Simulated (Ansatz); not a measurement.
```yaml
crystal:
  periodic: [true, true, true]
  atoms:
    - {symbol: C, position_ang: [0.351184, 1.156612, -0.747414]}
    - {symbol: Sn, position_ang: [-0.077518, -0.683852, -0.005179]}
    - {symbol: O, position_ang: [0.331901, -0.572158, 1.826215]}
    - {symbol: Br, position_ang: [-2.430180, -1.078707, -0.157004]}
    - {symbol: H, position_ang: [0.101640, 1.200018, -1.761832]}
    - {symbol: H, position_ang: [-0.208411, 1.861864, -0.215805]}
    - {symbol: H, position_ang: [1.371783, 1.351789, -0.624021]}
    - {symbol: H, position_ang: [0.640090, -2.005180, -0.655938]}
    - {symbol: H, position_ang: [0.004470, -1.274834, 2.324660]}
basis:
  gaussian: {orbitals: STO-3G, point_charges: [{charge: 0.50, position_ang: [6.087, 0.374, -0.791]}]}
total_charge: 1
magnetization: {spin_polarized: true, initial_magnetization: 1}
hamiltonian: {xc: {name: B2GP-PLYP}, pseudopotentials: {relativity: scalar}}
output: {forces: true}
```

```sh
$ ansatz run in.yaml --threads 4 --pin off --events-out ev --progress --plain --max-ram 10444MiB
```

Shortened log:

```
Error: YAML parse error: error: line 2 column 3: crystal: missing field `lattice` (a structure is typed as `lattice` and `atoms`, a molecule's as `atoms` in Å alone, or read from a run's directory, `checkpoint`)
 --> <input>:2:3
1 | crystal:
2 |   periodic: [true, true, true]
3 |   atoms:
4 |     - {symbol: C, position_ang: [0.351184, 1.156612, -0.747414]}
```

In this input the molecule is marked periodic without a cell. The input was rejected before any iteration.
